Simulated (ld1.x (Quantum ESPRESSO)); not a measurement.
Before and after: PAW potential for calcium (Ca)

```
Element                 : calcium
Generator               : ld1.x (Quantum ESPRESSO) 7.5
Type                    : PAW
Functional              : LDA (PZ)
Relativity              : scalar-relativistic
Frozen core             : [Ne]
Valence charge          : 10
Reference configuration : 3s2 3p6 3d0 4s0 4p0 (charge +2)
Partial waves           : 3s (bound): rcut 1.55, rcutus 2.10 bohr; 4s (bound, empty): rcut 1.55, rcutus 2.10 bohr; 3p (bound): rcut 1.65, rcutus 1.85 bohr; 4p (bound, empty): rcut 1.65, rcutus 1.85 bohr; 3d (bound, empty): rcut 1.65, rcutus 1.75 bohr; 3d channel at 2 Ry: rcut 1.65, rcutus 1.75 bohr
Local potential         : all-electron potential smoothed inside 1.50 bohr (lloc = -2)
Core correction         : a·sin(br)/r model core inside 1.35 bohr
Augmentation charge     : BESSEL, radius 1.20 bohr
```

Change: all radii but the core radius scaled by about 1.31 (s 2.74, p 2.42, d 2.30 bohr, rcut 2.02/2.16/2.16); local potential all-electron potential smoothed inside 1.96 bohr (lloc = -2); augmentation BESSEL, radius 1.58 bohr.

Cutoffs: the cutoffs (Ry, on a coarse ladder) from which the occupation-weighted sum of valence levels, in a spherical-Bessel basis at the reference potential, stays within 10 and 1 mRy of its value at 400 Ry; they do not see the model core or the augmentation charge, which bear on the density cutoff. Errors are all-electron minus pseudo energies relative to the spin-unpolarised reference configuration.

Problem. What does the change do?

Solution. The potential gets softer (25 Ry and 40 Ry → 15 Ry and 25 Ry); the number of tests that count goes from 9 to 0 (the test run of the changed file stopped, so its transferability is not established); neither file shows a bound ghost at the reference potential, the only one tested. A larger radius leaves more room for a smooth pseudo-wave, so fewer plane waves are needed.

| quantity | base | changed |
| --- | --- | --- |
| cutoff, loose | 25 Ry | 15 Ry |
| cutoff, tight | 40 Ry | 25 Ry |
| loose cutoff by channel (10 mRy a level) | s 10 Ry, p 18 Ry | s 6 Ry, p 10 Ry |
| bound ghosts | none | none |
| tests counted (converged, no solver errors) | 9 of 9 | 0 of 9 (the test run stopped) |
| lowest overlap eigenvalue by channel | s 0.10, p 0.22, d 0.40 | s 0.66, p 0.11, d 0.86 |

Changed file: Tests not counted: 3s2 3p6 3d0 4s2 4p0 (solver errors, printed error -717 eV).
